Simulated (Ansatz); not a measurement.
FHTe (SMILES F[TeH]), charge 0, multiplicity 1, relaxed at each level with Ansatz (an electronic-structure program); harmonic frequencies from differences of analytic forces, average atomic masses, frozen cores. Elements past Kr take the def2 small-core potentials, without spin–orbit coupling.

```json
[
 {"mode": "1", "HF/def2-TZVPP (cm⁻¹)": "676", "r2SCAN/def2-TZVPP (cm⁻¹)": "611", "B3LYP/def2-TZVPP (cm⁻¹)": "601", "wB97X-V/def2-TZVPP (cm⁻¹)": "632", "MP2/def2-TZVPP (cm⁻¹)": "624", "CCSD(T)/def2-TZVPP (cm⁻¹)": "[?]"},
 {"mode": "2", "HF/def2-TZVPP (cm⁻¹)": "783", "r2SCAN/def2-TZVPP (cm⁻¹)": "705", "B3LYP/def2-TZVPP (cm⁻¹)": "697", "wB97X-V/def2-TZVPP (cm⁻¹)": "722", "MP2/def2-TZVPP (cm⁻¹)": "730", "CCSD(T)/def2-TZVPP (cm⁻¹)": "[?]"},
 {"mode": "3", "HF/def2-TZVPP (cm⁻¹)": "2272", "r2SCAN/def2-TZVPP (cm⁻¹)": "2116", "B3LYP/def2-TZVPP (cm⁻¹)": "2100", "wB97X-V/def2-TZVPP (cm⁻¹)": "2191", "MP2/def2-TZVPP (cm⁻¹)": "2210", "CCSD(T)/def2-TZVPP (cm⁻¹)": "[?]"}
]
```

Problem. Modes are in rising order at each level. What belongs in the gaps?

Solution. 
- 2, CCSD(T)/def2-TZVPP (cm⁻¹): 715
- 1, CCSD(T)/def2-TZVPP (cm⁻¹): 617
- 3, CCSD(T)/def2-TZVPP (cm⁻¹): 2136
